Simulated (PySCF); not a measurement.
```xyz
9

C     -0.0530     0.9802     0.1161
Si     1.1508    -0.4781    -0.0375
Si    -1.0929    -0.5933    -0.0894
H     -0.0707     1.6952    -0.7036
H     -0.1011     1.4822     1.0800
H      1.9648    -0.5274    -1.2746
H      1.9231    -0.8204     1.1798
H     -1.8814    -1.0157     1.0917
H     -1.8396    -0.7227    -1.3626
```

Charge 0, multiplicity 1.

Give the Mulliken and meta-Löwdin atomic charges from PBE-D3(BJ)/def2-TZVP // PBE0-D3(BJ)/def2-TZVP run with PySCF.


```json
[
 {"atom": "C1", "Mulliken (e)": "-0.38", "meta-Löwdin (e)": "-0.66"},
 {"atom": "Si2", "Mulliken (e)": "0.06", "meta-Löwdin (e)": "0.29"},
 {"atom": "Si3", "Mulliken (e)": "0.06", "meta-Löwdin (e)": "0.29"},
 {"atom": "H4", "Mulliken (e)": "0.14", "meta-Löwdin (e)": "0.15"},
 {"atom": "H5", "Mulliken (e)": "0.14", "meta-Löwdin (e)": "0.15"},
 {"atom": "H6", "Mulliken (e)": "0.00", "meta-Löwdin (e)": "-0.05"},
 {"atom": "H7", "Mulliken (e)": "0.00", "meta-Löwdin (e)": "-0.05"},
 {"atom": "H8", "Mulliken (e)": "0.00", "meta-Löwdin (e)": "-0.05"},
 {"atom": "H9", "Mulliken (e)": "0.00", "meta-Löwdin (e)": "-0.05"}
]
```
